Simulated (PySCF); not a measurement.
Job file and geometry (Å, from GFN2-xTB) of an NMR shielding run on SMILES CSc1ccpc(Cl)n1, C5H5ClNPS, GIAO PBE0/pcSseg-1 NMR shielding, non-relativistic, gas phase (PySCF); density fitting, a coarse starting grid and PySCF grid level 2 are the driver's defaults:

```
{"job": {"kind": "nmr", "xc": "PBE0", "basis": "pcSseg-1"}, "charge": 0, "multiplicity": 1}
C      2.602630     0.379703     0.247526
S      1.652977    -1.159881     0.168906
C      0.031354    -0.525490     0.005771
C     -1.034668    -1.424798    -0.089203
C     -2.330514    -0.993065    -0.218169
P     -2.843704     0.675181    -0.282724
C     -1.246025     1.378131    -0.135064
Cl    -1.180135     3.106038    -0.144861
N     -0.088993     0.790286    -0.018102
H      2.441130     0.941049    -0.666926
H      3.644372     0.094249     0.349387
H      2.271674     0.955023     1.105950
H     -0.806073    -2.480203    -0.058136
H     -3.114704    -1.736695    -0.286520
```

**Question.** Write the output of this run.

**Answer.** 
```
coarse grid: 14464 points
cycle   1  E = -1447.1358727651  dE =  1.550e+00  |g| = 4.015e-01  |ddm| = 3.980e+00
cycle   2  E = -1447.0979512586  dE =  3.792e-02  |g| = 5.794e-01  |ddm| = 7.888e-01
cycle   3  E = -1447.1736875982  dE = -7.574e-02  |g| = 9.047e-02  |ddm| = 5.019e-01
cycle   4  E = -1447.1752925578  dE = -1.605e-03  |g| = 5.787e-02  |ddm| = 1.719e-01
cycle   5  E = -1447.1761604896  dE = -8.679e-04  |g| = 1.465e-02  |ddm| = 6.700e-02
cycle   6  E = -1447.1762043605  dE = -4.387e-05  |g| = 4.273e-03  |ddm| = 1.737e-02
cycle   7  E = -1447.1762081296  dE = -3.769e-06  |g| = 1.594e-03  |ddm| = 5.177e-03
final grid: 129312 points
cycle   8  E = -1447.2306332334  dE = -2.934e-05  |g| = 9.865e-03  |ddm| = 3.231e-02
cycle   9  E = -1447.2306045169  dE =  2.872e-05  |g| = 1.417e-02  |ddm| = 2.267e-02
cycle  10  E = -1447.2306559020  dE = -5.139e-05  |g| = 2.079e-03  |ddm| = 1.644e-02
cycle  11  E = -1447.2306569245  dE = -1.023e-06  |g| = 6.431e-04  |ddm| = 2.866e-03
cycle  12  E = -1447.2306570275  dE = -1.029e-07  |g| = 1.596e-04  |ddm| = 7.313e-04
cycle  13  E = -1447.2306570340  dE = -6.555e-09  |g| = 4.690e-05  |ddm| = 2.091e-04
cycle  14  E = -1447.2306570346  dE = -5.971e-10  |g| = 1.381e-05  |ddm| = 6.286e-05
converged SCF energy = -1447.2306570346

GIAO shielding tensors (ppm)
atom      isotropic    diamagn.    paramagn.     s11        s22        s33       span
  0 C      166.527     250.250     -83.723    158.209    163.057    178.315     20.106
  1 S      431.544    1057.086    -625.542    239.859    375.841    678.932    439.072
  2 C       16.678     256.977    -240.299    -49.145    -24.098    123.277    172.422
  3 C       60.473     253.347    -192.874    -46.790     53.634    174.575    221.365
  4 C       12.872     261.606    -248.734   -151.072     15.913    173.775    324.846
  5 P      150.569     965.094    -814.524    -41.738     -2.564    496.011    537.749
  6 C      -11.277     254.216    -265.493   -161.265     39.827     87.606    248.871
  7 Cl     558.750    1145.587    -586.836    301.450    436.191    938.611    637.161
  8 N      -76.629     335.182    -411.811   -350.767   -130.045    250.924    601.691
  9 H       28.945      30.342      -1.397     24.285     26.626     35.925     11.639
 10 H       29.593      27.871       1.722     24.430     26.895     37.453     13.023
 11 H       28.952      30.341      -1.389     24.300     26.612     35.943     11.643
 12 H       24.180      31.476      -7.295     19.860     23.365     29.317      9.456
 13 H       22.668      28.771      -6.103     20.152     21.060     26.793      6.641
```

**Question.** Turn these shieldings into chemical shifts. References, each an isolated molecule treated in the same way: ¹³C (186.93 ppm), ¹H (31.72 ppm) vs TMS; ³³S (503.73 ppm) vs CS2; H3PO4 for ³¹P (318.38 ppm); ³⁵Cl (949.78 ppm) against HCl; ¹⁵N (267.73 ppm) vs NH3.

**Answer.** Averaging equivalent atoms: C 6: 198.2; C 4: 174.1; C 2: 170.2; C 3: 126.5; C 0: 20.4; S 1: 72; P 5: 167.8; Cl 7: 391; N 8: 344.4; H 13: 9.05; H 12: 7.54; H 9/10/11: 2.55 ppm. Experimental scales use liquid or dissolved standards, which lie at an offset from isolated NH3 (liquid NH3: subtract about 20 ppm) and H3PO4. Unscaled 15N shifts of sp2 nitrogen come out 20 to 40 ppm too high even then.

Size and cost of the density-fitted run: 199 basis functions, roughly 100 core-seconds.
